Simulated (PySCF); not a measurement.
NICS in isomers of C8H8FOP.

Definitions: NICS(0) = −σiso at the ring centroid; NICS(1) = −σiso and NICS(1)zz = −σzz at ±1 Å along the ring normal z. Level: GIAO PBE0/pcSseg-1 (PySCF, non-relativistic, gas phase) on the GFN2-xTB geometries, one conformer each. Atom numbers follow the mapped SMILES.

Question: Order these rings by mean NICS(1)zz, lowest (most negative) first (ppm).
A. ring C5–C6–C7–C8–C9–C10 in `[CH2:1]=[CH:2][P@@H:3](=[O:4])[c:5]1[cH:6][cH:7][cH:8][cH:9][c:10]1[F:11]`
B. ring C3–P4–C5–O7–C8 in `[CH2:1]=[CH:2][c:3]1[p:4][c:5]([F:6])[o:7][c:8]1[CH:9]1[CH2:10][CH2:11]1`
C. ring C5–C6–C7–C8–C10–C11 in `[CH3:1][O:2]/[CH:3]=[P:4]/[c:5]1[cH:6][cH:7][c:8]([F:9])[cH:10][cH:11]1`
D. ring C4–C5–C6–C8–P9–C10 in `[CH3:1][C:2](=[O:3])[c:4]1[cH:5][c:6]([CH3:7])[cH:8][p:9][c:10]1[F:11]`

Answer: A (-28.2), C (-25.6), D (-24.4), B (-15.5).

```
                SMILES                                                     ring  NICS(0)  NICS(1)  NICS(1)zz  HOMA  rms pucker (Å)  ring atoms with four or more neighbours
C=C[P@@H](=O)c1ccccc1F         6-membered carbocycle; formal bonds all aromatic    -10.2    -11.6      -28.2  1.00            0.00                                        0
    CO/C=P/c1ccc(F)cc1         6-membered carbocycle; formal bonds all aromatic     -9.0    -10.7      -25.6  0.99            0.00                                        0
    CC(=O)c1cc(C)cpc1F        6-membered ring with P; formal bonds all aromatic     -9.0    -10.6      -24.4  0.94            0.01                                        0
    C=Cc1pc(F)oc1C1CC1  5-membered ring with O and P; formal bonds all aromatic     -9.5     -8.2      -15.5  0.41            0.00                                        0
```

NICS(0) gives another order. The isotropic NICS(1) gives the same order. Over the 4 rings with a HOMA value its correlation coefficient with NICS(1)zz is -0.97. HOMA uses Krygowski's 1993 parameters. NICS(1) and NICS(1)zz are means over the two faces.
